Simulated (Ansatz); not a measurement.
`CO[SiH](C)[GeH3]` → `C[SiH2][GeH3]` + `C=O` at 700 K and 1 bar (β-hydride elimination).

Program: Ansatz. Geometries: PBE0-D4/def2-TZVP. ΔE: electronic, gas phase. CCSD(T)/CBS is the MP2 limit (def2-TZVPP, def2-QZVPP) plus CCSD(T) − MP2 in def2-TZVPP, frozen cores. This one scheme is used for every species. For Ge outer-core shells are correlated without core-valence functions, which leaves a few kJ/mol of doubt a bond. Scalar relativity is left out up to krypton. One conformer a species, not always the lowest.

```csv
species,CCSD(T)/CBS energy (Eh),H − E (kJ/mol),S (J/(mol·K))
`CO[SiH](C)[GeH3]`,-2522.52701,399.0,574.2
`C[SiH2][GeH3]`,-2408.05773,280.1,460.4
`C=O`,-114.39408,97.4,254.3
```

H − E and S are ideal-gas, rigid-rotor, harmonic terms from PBE0-D4/def2-TZVP, for one conformer and one mirror image of each species. 1 Eh = 2625.50 kJ/mol, R = 8.31446 J/(mol·K).

Question: By hand: ΔE, ΔH, ΔS and ΔG.

Answer: ΔE = (-2408.05773) + (-114.39408) − (-2522.52701) = 0.07520 Eh = 197.4 kJ/mol. Δ(H − E) = 280.1 + 97.4 − 399.0 = -21.5, so ΔH = 175.9 kJ/mol. ΔS = 460.4 + 254.3 − 574.2 = 140.5 J/(mol·K). ΔG = 175.9 − 700 × (140.5)/1000 = 77.6 kJ/mol.

Question: By hand: the equilibrium constant, and the temperature at which ΔG would vanish if ΔH and ΔS stayed fixed.

Answer: log₁₀ K = −ΔG/(RT ln 10) = -5.8. ΔG = 0 at ΔH/ΔS = 1252 K.

The number of gas molecules changes by +1, which sets the sign of ΔS. A doubt of 5 kJ/mol in ΔE shifts log₁₀ K by 0.4 here. Other conformers and mirror images would add mixing entropy, several J/(mol·K) or more a flexible species. Modes under 60 cm⁻¹, often nearly free rotors, make the harmonic entropy too high. These are equilibria of isolated gas molecules and say nothing of rates. Largest T1 diagnostic: 0.015 (customary marks: 0.02 for closed shells, 0.045 for open ones).
